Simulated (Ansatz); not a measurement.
`[NH2][GaH2]` + silanol → `[SiH3][O][GaH2]` + NH₃ at 500 K and 1 bar (ligand exchange at a Ga–N bond).

Gas-phase electronic energies from Ansatz, PBE0-D4/def2-TZVP geometries. CBS: MP2 limit from def2 TZ/QZ plus the TZ coupled-cluster correction, frozen cores. This one scheme is used for every species. For Ga outer-core shells are correlated without core-valence functions, which leaves a few kJ/mol of doubt a bond. Scalar relativity is left out up to krypton.

| species | CCSD(T)/CBS energy (Eh) | H − E (kJ/mol) | S (J/(mol·K)) |
| --- | --- | --- | --- |
| `[NH2][GaH2]` | -1981.05479 | 130.3 | 302.1 |
| `O[SiH3]` | -366.69042 | 127.5 | 292.9 |
| `[SiH3][O][GaH2]` | -2291.24790 | 151.4 | 384.6 |
| NH₃ | -56.50880 | 108.2 | 211.8 |

H − E and S are ideal-gas, rigid-rotor, harmonic terms from PBE0-D4/def2-TZVP. 1 Eh = 2625.50 kJ/mol, R = 8.31446 J/(mol·K).

Task: By hand: ΔE, ΔH, ΔS and ΔG.

Result: ΔE = (-2291.24790) + (-56.50880) − (-1981.05479) − (-366.69042) = -0.01149 Eh = -30.2 kJ/mol. Δ(H − E) = 151.4 + 108.2 − 130.3 − 127.5 = 1.8, so ΔH = -28.4 kJ/mol. ΔS = 384.6 + 211.8 − 302.1 − 292.9 = 1.4 J/(mol·K). ΔG = -28.4 − 500 × (1.4)/1000 = -29.1 kJ/mol.

Task: By hand: the equilibrium constant, and the temperature at which ΔG would vanish if ΔH and ΔS stayed fixed.

Result: log₁₀ K = −ΔG/(RT ln 10) = 3.0. ΔH and −TΔS have one sign here, so there is no such temperature. One of them is within its doubt of zero, so this could turn.

The number of gas molecules stays the same, so ΔS is small and ΔH decides. A doubt of 5 kJ/mol in ΔE shifts log₁₀ K by 0.5 here. These are equilibria of isolated gas molecules and say nothing of rates. Largest T1 diagnostic: 0.014 (customary marks: 0.02 for closed shells, 0.045 for open ones).
